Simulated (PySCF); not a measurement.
# Cl²⁺: ionisation energy

Cl²⁺ [Ne] 3s2 3p3 (4S) → Cl³⁺ [Ne] 3s2 3p2 (3P), as a difference of total energies. Computed with PySCF 2.14 in cc-pVDZ-DK, with scalar relativity by spin-free X2C-1e. Correlated levels: valence: [Ne] frozen. The calculations carry no spin-orbit coupling.

```
           method  ionisation energy (eV)
              UHF                  38.953
             PBE0                  39.666
              LDA                  39.675
    MP2 (valence)                  39.378
SCS-MP2 (valence)                  39.225
   CCSD (valence)                  39.291
CCSD(T) (valence)                  39.293
```

Problem. How much does correlation contribute at CCSD(T) (valence)?

Solution. 39.293 − (38.953) = 0.340 eV, measured against UHF.

The reference lies between the lowest fine-structure levels, while these numbers refer to the centres of the terms.

Errors of the correlated levels include the incompleteness of this basis and the frozen core.

For comparison: 39.8 ± 0.11 eV (semi-empirical (NIST evaluation); NIST Atomic Spectra Database, ionization energies).
